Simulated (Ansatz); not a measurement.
Total energies of C₂F₂N₂O₂Si, SMILES `O=C=N[Si](F)(F)N=C=O`.

Cartesian coordinates in Å:
```
O -1.299 2.307 -2.654
C -0.876 1.557 -1.878
N -0.450 0.812 -1.045
Si 0.252 -0.523 -0.327
F -0.533 -1.824 -0.730
F 1.730 -0.689 -0.835
N 0.239 -0.342 1.334
C 0.400 -0.562 2.499
O 0.537 -0.736 3.636
```

Total charge 0; spin multiplicity 1. All single points use the PBE0-D4/def2-TZVP geometry. It is one conformer, not always the lowest. Basis def2-TZVPP, Ansatz 0.2.0.

RPA on PBE orbitals: Hartree–Fock energy of these orbitals -822.57349 Eh, correlation -2.56089 Eh (frozen core).

```csv
functional,energy without D4 (Eh),D4 term (kJ/mol)
LDA (SPW92),-820.81902,–
PBE,-825.13718,-24.9
revPBE,-825.60313,-75.6
BLYP,-825.77316,-54.5
r2SCAN,-825.56711,-6.4
B97M-V,-825.63680,–
PBE0,-825.15040,-21.2
B3LYP,-825.85015,-40.0
r2SCANh,-825.52997,-6.8
r2SCAN0,-825.47652,-7.5
HSE06 (plane-wave form),-825.12126,-19.7
BHLYP,-825.58744,-30.2
CAM-B3LYP,-825.67264,-21.5
LC-ωPBE,-825.39938,–
ωB97X-V,-825.60670,–
ωB97M-V,-825.69472,–
B2PLYP,-825.39108,–
PBE-QIDH,-824.99163,–
```

B3LYP takes the VWN-RPA correlation (the form of Gaussian; ORCA's B3LYP/G). HSE06 is the plane-wave form, built on full-range PBE exchange. The double hybrids freeze the cores in their second-order part.

LC-ωPBE has ω = 0.4 bohr⁻¹.
